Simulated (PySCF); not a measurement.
# What a mistake does to a calculation on GeH3OSi

Calculated results; nothing here was measured. They come from PySCF 2.14.0, an open-source quantum chemistry program, on an isolated molecule that a program drew, which may never have been made. The molecule is GeH3OSi (charge 0, doublet), drawn as the SMILES string `O=[SiH][GeH2]`.

Each row is a Hartree-Fock (HF) and frozen-core CCSD(T) single point in the cc-pV(D+d)Z basis, meant for a local HF minimum. Run 1 is clean. Each other run has one planted mistake out of seven kinds, and not every kind appears here: one electron removed, one electron added, multiplicity raised by two, geometry at a saddle point, minimal basis STO-3G, one bond length entered in bohr, all coordinates scaled. The reference is restricted for singlets and unrestricted otherwise, and also for a bond in bohr. Adding or removing an electron swaps singlet and doublet. Electrons count all cores. HOMO and LUMO are orbital energies over both spins, the gradient is its largest component, and the lowest frequency (negative if imaginary) is given only where the gradient is small. Bond lengths are over the 5 bonds as drawn. T1 is the CCSD diagnostic: over 0.02 (restricted) or 0.045 (unrestricted) a single reference is doubtful. Germanium has the cc-pVDZ-PP basis, with a core potential (ECP10MDF) in place of its 10 inner electrons, and its 3s, 3p and 3d shells are frozen in CCSD(T).

Geometry of the clean run:
```xyz
6
GeH3OSi, angstrom
O    -2.6298   -2.5080   -2.9514
Si   -2.6727   -1.3933   -1.9469
Ge   -0.9776   -0.9840   -0.3608
H    -3.7283   -0.3581   -1.9089
H    -0.0897   -2.1651    0.0099
H    -1.4118   -0.1723    0.8600
```

```
run  electrons  basis functions  <S^2>  HOMO (eV)  LUMO (eV)  gradient (hartree/bohr)  lowest frequency (cm^-1)  mean bond (Å)  longest bond (Å)      T1  HF (hartree)  CCSD(T) (hartree)                 mistake
  1         57               75  0.770      -9.15      -0.20                  3.0e-05                       177         1.6780             2.357  0.0237    -658.88586         -659.28980                no fault
  2         57               75  0.768      -9.15      -0.18                  3.1e-02                         -         1.6444             2.310  0.0226    -658.88321         -659.28345  all coordinates scaled
  3         57               75  0.773      -8.67      -0.07                  3.5e-05                      -312         1.6650             2.313  0.0229    -658.88412         -659.28858                       ?
  4         56               75  0.000     -16.74      -7.67                  5.1e-02                         -         1.6780             2.357  0.0334    -658.57711         -658.98009                       ?
```

**Which mistake was planted in run 3, and what did it cost?**

The gradient is small, so the point is stationary, but the lowest frequency is imaginary (-312 cm^-1). So the mistake is: geometry at a saddle point. Subtracting run 1 and multiplying by 627.51 kcal/mol a hartree, the energy moved by 1.1 kcal/mol in HF and 0.8 kcal/mol in CCSD(T).

**Which mistake was planted in run 4, and what did it cost?**

It counts 56 electrons, one fewer than the clean run, at the same geometry and basis. So the mistake is: one electron removed. Subtracting run 1 and multiplying by 627.51 kcal/mol a hartree, the energy moved by 193.7 kcal/mol in HF and 194.3 kcal/mol in CCSD(T).

Cautions from the logs. Run 4: T1 is over the limit, so its CCSD(T) energy is less reliable.
